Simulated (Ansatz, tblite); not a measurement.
Removing an electron: the cluster Ge2S4⁻ (the lowest doublet isomer of a short search). Charge -1, multiplicity 2. Geometry: PBE-D4/def2-SVPD. Ansatz, gas phase; energy differences of separate SCF runs; the oxidised species is a triplet (the singlet lies 0.42 eV higher at PBE0-D4/def2-TZVPD).

```xyz
6

Ge   -2.5224   -0.5687    0.8237
Ge   -0.0551    0.9599   -0.5308
S     3.3606    0.3985   -0.2753
S    -0.7805    0.5726    1.7360
S    -1.6838   -0.6476   -1.2921
S     1.6811   -0.7147   -0.4615
```

The xTB rows come from tblite. HOMO above LUMO, or a gap near zero within one spin, warns that the state may not be the lowest or that an electron is smeared out. Another isomer (doublet) lies 0.06 eV lower at r2SCAN-D4/def2-TZVPD; other spin states weren't run for this one.

Task: Estimate orbital energies and vertical ionisation energies at: GFN1-xTB; GFN2-xTB; PBE-D4/def2-TZVPD; r2SCANh-D4/def2-TZVPD; PBE0-D4/def2-TZVPD.

Result: 
```tsv
level	−HOMO (eV)	vertical IE (eV)	−LUMO (eV)	HOMO–LUMO gap (eV)	remarks
GFN1-xTB	–	7.31	–	–	–
GFN2-xTB	–	8.31	–	–	–
PBE-D4/def2-TZVPD	1.28	3.48	0.59	0.69	gap within one spin near zero (triplet)
r2SCANh-D4/def2-TZVPD	1.83	3.67	0.14	1.69	–
PBE0-D4/def2-TZVPD	2.23	3.72	-0.26	2.49	–
```

  HOMO and LUMO are the levels of the spin that leaves or enters (xTB has no such levels and no spin-polarisation term). Other spin states of the ions may lie lower, which would lower the ionisation energy or raise the affinity. Raw xTB energy differences between charge states are shifted by several eV; the methods need an empirical correction for them.
